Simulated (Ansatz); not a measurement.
The lowest singlet and triplet of SO2 (SMILES O=S=O); geometries from B3LYP-D3(BJ)/def2-TZVP, each state relaxed from the structure named, with no frequency check.
Singlet (charge 0, multiplicity 1):
```tsv
atom	x (Å)	y (Å)	z (Å)
O	-1.2305	-0.3924	0.0000
S	-0.0079	0.3657	0.0000
O	1.2463	-0.3390	0.0000
```

A positive gap puts the triplet lower; no zero-point energy. R- takes a restricted singlet. U- takes an unrestricted singlet (broken symmetry where lower, unprojected). The triplet is unrestricted in single-reference levels. Active spaces average the two states.

Correlated levels freeze the cores.

The values were computed with Ansatz (a first-principles code). Values without a source in brackets are computed.

```
level                                        gap E(singlet) − E(triplet), vertical, at the singlet's geometry (eV)
-------------------------------------------  ---------------------------------------------------------------------
R-HF/cc-pV(D+d)Z                                                                                            -2.414
R-HF/cc-pV(Q+d)Z                                                                                            -2.436
U-SVWN5/def2-TZVPP                                                                                          -3.262
R-r2SCAN/def2-TZVPP                                                                                         -2.963
R-PBE0/def2-TZVPP                                                                                           -3.044
U-PBE0/def2-TZVPP                                                                                           -3.044
SA-CASSCF(12,9)/cc-pV(T+d)Z                                                                                 -3.914
SA-CASSCF(12,9)/cc-pV(Q+d)Z                                                                                 -3.916
FIC-MRCISD+Q on SA-CASSCF(12,9)/cc-pV(Q+d)Z                                                                    [?]
```

Problem. Some entries are withheld; supply them.

Solution. 
- FIC-MRCISD+Q on SA-CASSCF(12,9)/cc-pV(Q+d)Z, gap E(singlet) − E(triplet), vertical, at the singlet's geometry (eV): -3.562

Doubts at one or more of the structures used: a restricted determinant that unrestricted orbitals would lower (R-HF/cc-pV(D+d)Z, R-HF/cc-pV(Q+d)Z).
